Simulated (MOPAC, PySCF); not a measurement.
[Zr(Br)4], neutral singlet in the gas phase. 

Z-matrix (Å, degrees):
```
Zr
Br 1 2.4766
Br 1 2.4766 2 109.47
Br 1 2.4766 2 109.47 3 120.00
Br 1 2.4766 2 109.47 3 -120.00
```
Charge 0, spin multiplicity 1.

All levels are single points at this geometry (r2SCAN-D4/def2-SVP); Pople sets use spherical d functions. Orbital energies aren't observables, and empty levels follow the basis.

| level | HOMO (eV) | LUMO (eV) | gap (eV) | dipole (D) | vertical IE, Delta-SCF (eV) |
|---|---|---|---|---|---|
| B3LYP-D3(BJ)/def2-TZVP in PySCF | -8.63 | -3.08 | 5.55 | 0.00 | – |
| PBE-D3(BJ)/def2-TZVP in PySCF | -7.66 | -3.61 | 4.05 | 0.00 | – |
| TPSSh-D3(BJ)/def2-TZVP in PySCF | -8.27 | -3.29 | 4.98 | 0.00 | – |
| B3LYP/6-31G* (LANL2DZ on Zr) in PySCF | -8.66 | -3.44 | 5.22 | 0.00 | 10.52 |
| M06-2X/6-31G* (LANL2DZ on Zr) in PySCF | -10.18 | -2.65 | 7.53 | 0.00 | – |
| PBE/6-31G* (LANL2DZ on Zr) in PySCF | -7.71 | -3.91 | 3.80 | 0.00 | – |
| SVWN5/6-31G* (LANL2DZ on Zr) in PySCF | -7.86 | -4.06 | 3.80 | 0.00 | – |
| PM6 in MOPAC | -10.23 | -2.99 | 7.24 | 0.00 | – |
| PM7 in MOPAC | -10.15 | 0.12 | 10.27 | 0.00 | – |
